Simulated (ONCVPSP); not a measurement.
u(r) = r·R(r): atom against pseudo-atom (cadmium)

Columns: radius, all-electron u(r) and pseudo u(r) of the 4p shell (level -66.97 eV) of cadmium in the configuration [Ar] 3d10 4s2 4p6 4d10 5s2; PBE, scalar-relativistic, ONCV scheme, ONCVPSP 4.0.1.

| r (bohr) | all-electron | pseudo |
| --- | --- | --- |
| 0.082 | 0.3864 | 0.0296 |
| 0.165 | -0.2462 | 0.1160 |
| 0.248 | -0.6285 | 0.2487 |
| 0.330 | -0.4967 | 0.4099 |
| 0.413 | -0.0941 | 0.5851 |
| 0.495 | 0.3465 | 0.7520 |
| 0.578 | 0.7171 | 0.8983 |
| 0.660 | 0.9703 | 1.0087 |
| 0.742 | 1.1143 | 1.0790 |
| 0.825 | 1.1678 | 1.1074 |
| 0.908 | 1.1541 | 1.0962 |
| 0.990 | 1.0968 | 1.0528 |
| 1.072 | 1.0139 | 0.9853 |
| 1.155 | 0.9173 | 0.9011 |
| 1.238 | 0.8170 | 0.8092 |
| 1.320 | 0.7203 | 0.7170 |
| 1.402 | 0.6293 | 0.6282 |
| 1.485 | 0.5450 | 0.5446 |
| 1.568 | 0.4691 | 0.4690 |
| 1.650 | 0.4028 | 0.4027 |
| 1.733 | 0.3438 | 0.3437 |
| 1.815 | 0.2931 | 0.2930 |
| 1.898 | 0.2488 | 0.2487 |
| 1.980 | 0.2111 | 0.2110 |
| 2.062 | 0.1788 | 0.1788 |
| 2.145 | 0.1509 | 0.1509 |

**Question.** How many radial nodes do the two functions have?

**Answer.** The all-electron 4p function has n − l − 1 = 2; the pseudo-wave has 0, since the states of the same l below it are removed with the core.

**Question.** At about which radius was the pseudo-wave matched?

**Answer.** 1.65 bohr. The columns agree to 0.0005 from 1.49 bohr on; several derivatives are matched, so the curves merge somewhat inside the radius.

**Question.** Where does each function peak?

**Answer.** Outermost all-electron maximum near 0.82 bohr, pseudo maximum near 0.82 bohr (to the table’s step).

**Question.** Is the pseudo-wave norm-conserving?

**Answer.** Yes: the ONCV scheme keeps the norm inside the radius equal to the all-electron one, which fixes the energy derivative of the logarithmic derivative at the level.
